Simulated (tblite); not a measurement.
Record of a relaxation.

C7H9AlO.
SMILES with atom numbers: `[CH2:1]=[CH:2][Al:3]([CH3:4])[c:5]1[cH:6][cH:7][cH:8][o:9]1` (hydrogens: H10, H11 on C1; H12 on C2; H13, H14, H15 on C4; H16 on C6; H17 on C7; H18 on C8)

Computed with GFN2-xTB (tblite), gas phase: L-BFGS steps from a force-field or distance-geometry start until the largest atomic force falls under 0.01 eV/Å. 9 of its 133 geometries are shown.

Step 0: E = -669.5356 eV, largest atomic force 2.196 eV/Å
```
atom  x, y, z in Å  |  force x, y, z in eV/Å
C1     -3.365    0.860   -0.652   -0.792   0.380  -0.125
C2     -2.152    1.157   -0.225    1.123  -0.520   0.463
Al3    -0.731   -0.229   -0.088   -0.536   0.062  -0.592
C4     -1.088   -2.059   -0.771   -0.045  -0.006   0.521
C5      1.085    0.298    0.409   -1.065  -1.475  -0.462
C6      2.184   -0.529    0.425    0.061  -0.778  -0.089
C7      3.247    0.263    0.824    1.141   0.567   0.397
C8      2.731    1.526    1.027    1.285  -1.033  -0.050
O9      1.443    1.510    0.762   -0.369   2.109   0.490
H10    -3.641   -0.147   -0.948   -0.018   0.247   0.021
H11    -4.130    1.640   -0.710   -0.039  -0.413  -0.133
H12    -1.908    2.165    0.083   -0.209   0.434  -0.012
H13    -2.138   -2.354   -0.520    0.761  -0.014  -0.384
H14    -0.926   -2.094   -1.863   -0.187  -0.263   0.464
H15    -0.392   -2.766   -0.269   -0.428   0.077  -0.452
H16     2.219   -1.581    0.196   -0.088   0.114  -0.023
H17     4.275   -0.045    0.966   -0.284   0.153  -0.048
H18     3.277    2.389    1.341   -0.311   0.359   0.012
```

Step 16: E = -669.7701 eV, largest atomic force 0.075 eV/Å
```
atom  x, y, z in Å  |  force x, y, z in eV/Å
C1     -3.374    0.908   -0.640    0.000  -0.013   0.016
C2     -2.150    1.202   -0.198   -0.003   0.016   0.015
Al3    -0.758   -0.206   -0.157   -0.010  -0.047  -0.057
C4     -1.079   -2.076   -0.759   -0.008  -0.004  -0.002
C5      1.083    0.256    0.407    0.040   0.001   0.016
C6      2.207   -0.544    0.438    0.049  -0.024   0.009
C7      3.291    0.261    0.841    0.004   0.027   0.005
C8      2.769    1.506    1.032   -0.032   0.014  -0.004
O9      1.456    1.517    0.777   -0.005   0.009  -0.006
H10    -3.631   -0.098   -0.942   -0.013  -0.029  -0.035
H11    -4.177    1.630   -0.720   -0.004   0.024   0.013
H12    -1.971    2.239    0.093    0.035   0.029   0.013
H13    -2.101   -2.406   -0.546    0.015   0.005  -0.003
H14    -0.945   -2.178   -1.843   -0.011   0.007   0.025
H15    -0.409   -2.811   -0.300    0.006   0.054   0.016
H16     2.239   -1.589    0.199    0.002  -0.050  -0.013
H17     4.314   -0.034    0.970   -0.020   0.003   0.002
H18     3.229    2.428    1.337   -0.045  -0.022  -0.009
```

Step 33: E = -669.7820 eV, largest atomic force 0.074 eV/Å
```
atom  x, y, z in Å  |  force x, y, z in eV/Å
C1     -3.354    0.949   -0.630    0.019   0.022   0.051
C2     -2.122    1.245   -0.206    0.027  -0.033   0.024
Al3    -0.766   -0.201   -0.213   -0.004  -0.013  -0.018
C4     -1.095   -2.076   -0.768   -0.005  -0.026  -0.018
C5      1.092    0.164    0.356    0.032   0.021  -0.003
C6      2.248   -0.587    0.428    0.037   0.024   0.019
C7      3.281    0.274    0.855    0.008   0.025   0.015
C8      2.701    1.496    1.019   -0.028  -0.004  -0.027
O9      1.399    1.445    0.722   -0.009   0.024   0.011
H10    -3.605   -0.047   -0.977    0.019   0.054   0.002
H11    -4.169    1.663   -0.647   -0.006   0.001  -0.023
H12    -1.940    2.267    0.136   -0.021  -0.034  -0.031
H13    -2.095   -2.444   -0.521    0.002  -0.023   0.015
H14    -0.962   -2.242   -1.841   -0.016   0.021  -0.033
H15    -0.374   -2.735   -0.271   -0.021  -0.018   0.025
H16     2.337   -1.633    0.202   -0.004   0.021   0.000
H17     4.311    0.023    1.016   -0.011   0.008   0.006
H18     3.103    2.445    1.327   -0.018  -0.070  -0.015
```

Step 50: E = -669.7978 eV, largest atomic force 0.068 eV/Å
```
atom  x, y, z in Å  |  force x, y, z in eV/Å
C1     -3.249    1.057   -0.581   -0.004   0.004  -0.006
C2     -1.996    1.238   -0.157   -0.011  -0.028   0.012
Al3    -0.758   -0.306   -0.267   -0.021   0.047  -0.010
C4     -1.173   -2.179   -0.777    0.018   0.003  -0.032
C5      1.127    0.047    0.197    0.025  -0.008   0.047
C6      2.329   -0.595    0.400    0.008  -0.006   0.008
C7      3.236    0.359    0.906   -0.014   0.008  -0.013
C8      2.537    1.527    0.981   -0.006  -0.005   0.022
O9      1.280    1.357    0.565    0.024   0.004   0.020
H10    -3.570    0.103   -0.980   -0.009   0.002   0.004
H11    -4.013    1.826   -0.563    0.015   0.016   0.006
H12    -1.736    2.225    0.233    0.005  -0.035  -0.027
H13    -2.146   -2.584   -0.486    0.028   0.044   0.043
H14    -1.089   -2.332   -1.857   -0.006  -0.002  -0.043
H15    -0.402   -2.815   -0.324   -0.037  -0.038   0.008
H16     2.522   -1.630    0.199    0.042  -0.028   0.010
H17     4.261    0.205    1.184   -0.027   0.002  -0.032
H18     2.832    2.504    1.316   -0.028   0.020  -0.018
```

Step 66: E = -669.8204 eV, largest atomic force 0.102 eV/Å
```
atom  x, y, z in Å  |  force x, y, z in eV/Å
C1     -3.149    1.163   -0.538   -0.012   0.000  -0.015
C2     -1.876    1.163   -0.142    0.072  -0.021  -0.004
Al3    -0.698   -0.428   -0.324   -0.025   0.062   0.008
C4     -1.233   -2.267   -0.837   -0.019  -0.029   0.008
C5      1.189   -0.126    0.150   -0.043  -0.048   0.013
C6      2.451   -0.598    0.423    0.020  -0.040  -0.011
C7      3.197    0.482    0.942    0.043  -0.025  -0.013
C8      2.352    1.550    0.955   -0.016  -0.020   0.014
O9      1.149    1.202    0.491   -0.036   0.021  -0.006
H10    -3.615    0.287   -0.964    0.011  -0.085  -0.032
H11    -3.795    2.028   -0.465   -0.024   0.050   0.033
H12    -1.496    2.096    0.278    0.009   0.034  -0.008
H13    -2.201   -2.554   -0.417   -0.016  -0.026  -0.004
H14    -1.296   -2.457   -1.912    0.000   0.033  -0.001
H15    -0.489   -2.969   -0.441   -0.020  -0.010  -0.016
H16     2.788   -1.605    0.254    0.033   0.085   0.046
H17     4.218    0.473    1.269    0.015  -0.015  -0.024
H18     2.494    2.567    1.268    0.007   0.033   0.011
```

Step 82: E = -669.8367 eV, largest atomic force 0.108 eV/Å
```
atom  x, y, z in Å  |  force x, y, z in eV/Å
C1     -3.100    1.141   -0.544    0.013   0.012   0.034
C2     -1.814    1.180   -0.181   -0.088   0.002   0.002
Al3    -0.677   -0.451   -0.264   -0.001   0.019  -0.042
C4     -1.299   -2.249   -0.845   -0.012  -0.007   0.001
C5      1.207   -0.240    0.273    0.007  -0.028  -0.006
C6      2.514   -0.613    0.479   -0.027   0.016  -0.038
C7      3.213    0.533    0.918    0.003  -0.010  -0.029
C8      2.299    1.544    0.953   -0.011  -0.036   0.039
O9      1.098    1.098    0.573    0.013  -0.005  -0.013
H10    -3.560    0.250   -0.954    0.087   0.009   0.063
H11    -3.766    1.992   -0.450    0.038  -0.013  -0.059
H12    -1.448    2.135    0.205   -0.019  -0.054   0.003
H13    -2.270   -2.541   -0.434   -0.001   0.021   0.017
H14    -1.394   -2.340   -1.932    0.025   0.004   0.032
H15    -0.576   -3.010   -0.525   -0.023   0.030  -0.039
H16     2.922   -1.593    0.321   -0.003   0.026   0.034
H17     4.255    0.592    1.163   -0.009   0.033   0.019
H18     2.386    2.577    1.234    0.008  -0.017  -0.018
```

Step 99: E = -669.8516 eV, largest atomic force 0.041 eV/Å
```
atom  x, y, z in Å  |  force x, y, z in eV/Å
C1     -3.015    1.122   -0.527   -0.009   0.001  -0.010
C2     -1.742    1.196   -0.135   -0.009  -0.022   0.004
Al3    -0.634   -0.457   -0.216    0.021   0.013   0.000
C4     -1.364   -2.191   -0.861   -0.020   0.012   0.021
C5      1.262   -0.404    0.302   -0.019  -0.023  -0.025
C6      2.596   -0.640    0.507    0.018  -0.009  -0.010
C7      3.187    0.580    0.906    0.023   0.011   0.009
C8      2.185    1.501    0.925    0.010   0.021   0.010
O9      1.032    0.932    0.564   -0.028   0.000  -0.015
H10    -3.439    0.188   -0.871   -0.014  -0.009  -0.008
H11    -3.691    1.968   -0.530   -0.017   0.005   0.001
H12    -1.383    2.172    0.197   -0.009   0.004   0.002
H13    -2.323   -2.461   -0.411   -0.001  -0.001   0.013
H14    -1.517   -2.225   -1.942    0.005   0.013  -0.009
H15    -0.657   -2.992   -0.617   -0.010  -0.010  -0.011
H16     3.098   -1.580    0.387    0.016  -0.012   0.004
H17     4.219    0.751    1.138    0.029  -0.003   0.029
H18     2.177    2.546    1.172    0.014   0.009  -0.006
```

Step 116: E = -669.8559 eV, largest atomic force 0.022 eV/Å
```
atom  x, y, z in Å  |  force x, y, z in eV/Å
C1     -3.020    1.104   -0.533    0.010  -0.007   0.001
C2     -1.751    1.188   -0.130    0.014  -0.012   0.001
Al3    -0.607   -0.446   -0.215    0.001   0.003   0.001
C4     -1.382   -2.166   -0.847   -0.001  -0.004  -0.003
C5      1.305   -0.435    0.260   -0.008   0.007  -0.005
C6      2.636   -0.647    0.511    0.004   0.001  -0.021
C7      3.194    0.584    0.928    0.002   0.012  -0.013
C8      2.179    1.490    0.911   -0.003   0.004   0.004
O9      1.046    0.901    0.515   -0.010   0.002   0.007
H10    -3.437    0.170   -0.881    0.007  -0.018  -0.011
H11    -3.704    1.944   -0.539    0.000   0.007   0.012
H12    -1.406    2.168    0.208   -0.003   0.008  -0.001
H13    -2.337   -2.420   -0.380    0.015   0.010  -0.004
H14    -1.560   -2.166   -1.926   -0.020  -0.004   0.000
H15    -0.692   -2.993   -0.645   -0.005   0.003   0.004
H16     3.162   -1.576    0.402   -0.010  -0.004   0.017
H17     4.215    0.771    1.196    0.008  -0.012   0.014
H18     2.150    2.536    1.153   -0.001   0.002  -0.002
```

Step 132: E = -669.8576 eV, largest atomic force 0.007 eV/Å
```
atom  x, y, z in Å  |  force x, y, z in eV/Å
C1     -3.011    1.077   -0.537   -0.004   0.001   0.001
C2     -1.744    1.187   -0.136   -0.002   0.003   0.002
Al3    -0.596   -0.440   -0.238   -0.004  -0.003   0.002
C4     -1.397   -2.154   -0.852    0.000  -0.003  -0.002
C5      1.313   -0.416    0.241    0.001   0.003   0.001
C6      2.638   -0.642    0.512    0.002   0.002   0.000
C7      3.201    0.583    0.940    0.001   0.003  -0.001
C8      2.195    1.499    0.911    0.000   0.001  -0.001
O9      1.062    0.921    0.496    0.000  -0.001   0.001
H10    -3.403    0.137   -0.903   -0.001   0.001  -0.002
H11    -3.717    1.899   -0.523   -0.004   0.000  -0.002
H12    -1.423    2.168    0.219    0.007   0.001   0.000
H13    -2.338   -2.388   -0.348    0.004  -0.001   0.004
H14    -1.617   -2.160   -1.923   -0.004   0.002   0.000
H15    -0.716   -2.991   -0.667    0.004   0.002  -0.003
H16     3.154   -1.577    0.415   -0.001  -0.004   0.002
H17     4.219    0.757    1.230    0.000  -0.001   0.001
H18     2.172    2.545    1.153    0.000  -0.005  -0.001
```

Problem. Summarise the path.

Solution. The energy falls by 31.07 kJ/mol from step 0 to step 132; nine tenths of that is first reached at step 71. It falls at every step. The largest force goes from 2.196 to 0.007 eV/Å. Among the bonds C5–O9 changes most, from 1.312 to 1.384 Å; the atoms move by 0.615 Å rms after alignment.

Problem. Follow the three bonds and two angles with the largest change from start to end.

Solution. 
| step | E above end (kJ/mol) | largest force (eV/Å) | C5–O9 (Å) | C6–C7 (Å) | C4–H13 (Å) | Al3–C5–C6 (°) | Al3–C5–O9 (°) |
| --- | --- | --- | --- | --- | --- | --- | --- |
| 0 | 31.07 | 2.196 | 1.312 | 1.384 | 1.119 | 125.7 | 124.8 |
| 6 | 10.07 | 0.228 | 1.362 | 1.411 | 1.093 | 127.2 | 124.6 |
| 11 | 8.79 | 0.089 | 1.366 | 1.410 | 1.094 | 128.1 | 123.6 |
| 17 | 8.38 | 0.086 | 1.367 | 1.409 | 1.095 | 129.1 | 122.9 |
| 23 | 7.84 | 0.120 | 1.368 | 1.410 | 1.094 | 131.7 | 120.3 |
| 29 | 7.49 | 0.046 | 1.367 | 1.410 | 1.093 | 133.4 | 118.5 |
| 34 | 7.22 | 0.078 | 1.368 | 1.410 | 1.094 | 135.1 | 116.9 |
| 40 | 6.87 | 0.104 | 1.367 | 1.410 | 1.092 | 137.0 | 114.8 |
| 46 | 6.09 | 0.130 | 1.369 | 1.411 | 1.094 | 140.1 | 111.5 |
| 52 | 5.52 | 0.075 | 1.370 | 1.409 | 1.093 | 142.2 | 109.5 |
| 57 | 4.72 | 0.129 | 1.370 | 1.410 | 1.093 | 146.1 | 105.2 |
| 63 | 3.80 | 0.069 | 1.373 | 1.412 | 1.094 | 150.1 | 101.4 |
| 69 | 3.29 | 0.076 | 1.374 | 1.412 | 1.093 | 153.2 | 98.5 |
| 75 | 2.69 | 0.082 | 1.374 | 1.412 | 1.094 | 156.1 | 96.1 |
| 80 | 2.34 | 0.095 | 1.375 | 1.411 | 1.093 | 156.9 | 95.2 |
| 86 | 1.59 | 0.083 | 1.377 | 1.414 | 1.093 | 157.1 | 95.0 |
| 92 | 1.03 | 0.109 | 1.380 | 1.415 | 1.094 | 162.4 | 89.6 |
| 98 | 0.61 | 0.039 | 1.381 | 1.414 | 1.093 | 166.5 | 85.4 |
| 103 | 0.47 | 0.042 | 1.382 | 1.415 | 1.092 | 167.8 | 84.6 |
| 109 | 0.22 | 0.024 | 1.384 | 1.415 | 1.092 | 169.8 | 82.7 |
| 115 | 0.18 | 0.020 | 1.384 | 1.415 | 1.092 | 170.2 | 82.4 |
| 121 | 0.07 | 0.035 | 1.385 | 1.415 | 1.092 | 170.2 | 82.5 |
| 126 | 0.02 | 0.017 | 1.384 | 1.415 | 1.093 | 169.7 | 82.9 |
| 132 | 0.00 | 0.007 | 1.384 | 1.415 | 1.093 | 169.5 | 83.1 |

What follows is the cost of the whole relaxation. The run took 1.1 s on one thread of an Arm Neoverse V1, shared host with 32 logical CPUs at a one-minute load of 25.
